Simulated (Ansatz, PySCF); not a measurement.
F₄Si, SMILES [Si-](F)(F)(F)F (connectivity only; charge and spin as stated), charge -1, multiplicity 2. Atoms are numbered in the order given.

```xyz
5

Si     0.0000     0.0000    -0.2981
F      1.3164     0.0000     0.7276
F     -1.3164     0.0000     0.7276
F      0.0000    -1.7050    -0.4844
F      0.0000     1.7050    -0.4844
```
Charge -1, spin multiplicity 2.

Coordinates come from a PBE0-D3(BJ)/def2-SVPD optimisation.

Two levels are set side by side: PBE-D3(BJ)/def2-SVPD (Ansatz, a first-principles code) and PBE0-D3(BJ)/def2-SVPD (Ansatz). Each level has its own optimised geometry; the coordinates shown are those of the second. Frequencies come from the Hessian of PySCF at each geometry. Differences are taken from unrounded values.

```csv
quantity,PBE0-D3(BJ),PBE-D3(BJ),PBE-D3(BJ) minus PBE0-D3(BJ)
mean bond length (Å),1.692,1.716,0.024
bond Si1–F2 (Å),1.669,1.691,0.023
bond Si1–F3 (Å),1.669,1.691,0.023
bond Si1–F4 (Å),1.715,1.741,0.026
bond Si1–F5 (Å),1.715,1.741,0.026
highest harmonic wavenumber (cm⁻¹),791,744,-47
mean harmonic wavenumber (cm⁻¹),481,449,-32
zero-point energy (kcal/mol),6.19,5.78,-0.41
```

Exact exchange shortens and stiffens bonds; PBE has none. Differences between two approximate levels are no errors against the true value.
